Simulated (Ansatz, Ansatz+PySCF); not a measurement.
```xyz
2

Ag    0.0000    0.0000   -0.6601
Cl    0.0000    0.0000    1.8250
```

Basis set: def2-SVP (spherical functions, with the set's core potentials past Kr). Left uncorrelated: 5 orbitals. Charge 0, multiplicity 1.

Computed with Ansatz (development build ahead of 0.2.0); each method stands on the lowest determinant of its kind that the runs found. Restricted open shells among the atoms or ions are ROHF, correlated in semicanonical orbitals with singles.

The atomization energy at this shape (free ground-state atoms in the same class of orbitals less the molecule, no zero-point energy) of singlet AgCl:

```tsv
method	atomization energy
RHF-CCSD(T)	2.71 eV
RHF-CCSD	2.65 eV
RHF-MP2	2.75 eV
RHF	2.20 eV
```

Question: What does UHF give?

Answer: 2.08 eV.
